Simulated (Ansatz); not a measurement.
`CNC[SiH2]Cl`, relaxed with RKS PBE0-D4/def2-TZVP in the Gaussian-basis code of Ansatz from a PBE-D4/def2-SVP geometry. The force threshold is 0.005 eV/Å; the program also tests the step.

Charge 0, multiplicity 1.

Start:

```xyz
13

C     1.235    0.232    1.223
N     0.091   -0.631    0.973
C    -0.940   -0.041    0.129
Si   -0.595   -0.175   -1.734
Cl    1.002    1.039   -2.344
H     0.975    1.232    1.664
H     1.780    0.431    0.277
H     1.941   -0.274    1.913
H    -0.325   -0.913    1.869
H    -1.882   -0.625    0.244
H    -1.208    1.022    0.383
H    -1.812    0.293   -2.485
H    -0.261   -1.589   -2.111
```

Task: How much energy does the relaxation release, and in how many steps? (Best estimate.)

Result: Computed: 6.12 kJ/mol, in 16 steps.

Task: Which bonds change most? (Best estimate.)

Result: The calculation gave: Si4–Cl5 from 2.097 to 2.066 Å; C1–H6 from 1.124 to 1.103 Å; Si4–H12 from 1.505 to 1.485 Å; C3–Si4 from 1.899 to 1.880 Å.

Task: Give the relaxed structure. (Estimate.)

Result: The calculation gave: 
```xyz
13

C     1.237    0.123    1.149
N    -0.001   -0.618    1.037
C    -0.973   -0.014    0.147
Si   -0.544   -0.137   -1.679
Cl    0.760    1.350   -2.276
H     1.099    1.187    1.403
H     1.786    0.084    0.204
H     1.867   -0.337    1.913
H    -0.411   -0.731    1.955
H    -1.918   -0.563    0.236
H    -1.205    1.042    0.381
H    -1.783    0.055   -2.474
H     0.086   -1.440   -1.998
```
